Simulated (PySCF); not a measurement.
Compound: C₄H₇B.
SMILES: `B/C=C/C=C`

Torsions of this conformer, `[BH2:1]/[CH:2]=[CH:3]/[CH:4]=[CH2:5]`: C2–C3–C4–C5 180°.

The closed-shell ground state was solved at several levels (PySCF, density fitting, gas phase, non-relativistic). Isolated species at its GFN2-xTB geometry (one conformer only).

| level | basis functions | total energy (Eh) | HOMO (eV) | LUMO (eV) | gap (eV) | dipole (D) |
| --- | --- | --- | --- | --- | --- | --- |
| CAM-B3LYP/def2-SVPD | 156 | -181.1841 | -8.52 | -1.29 | 7.23 | 2.04 |
| PBE0/pcSseg-1 | 120 | -181.1682 | -7.35 | -2.36 | 4.99 | 2.19 |

Estimate the row for B3LYP/pcJ-1, a basis of 205 functions; the other rows only guide the guess.

Total energy -181.4520 Eh, HOMO -7.12 eV, LUMO -2.52 eV, gap 4.60 eV, dipole 2.24 D.

Over all these levels, which gives the widest orbital gap and which the narrowest?

CAM-B3LYP/def2-SVPD (range-separated hybrid) has the widest, 7.23 eV, and B3LYP/pcJ-1 (global hybrid, 20 % exact exchange) the narrowest, 4.60 eV. Functional and basis both differ between the two, so the spread mixes both effects.

How far do the dipole and the HOMO energy spread over the levels?

The dipole runs from 2.04 to 2.24 D (mean 2.16 D) and the HOMO from -8.52 to -7.12 eV.
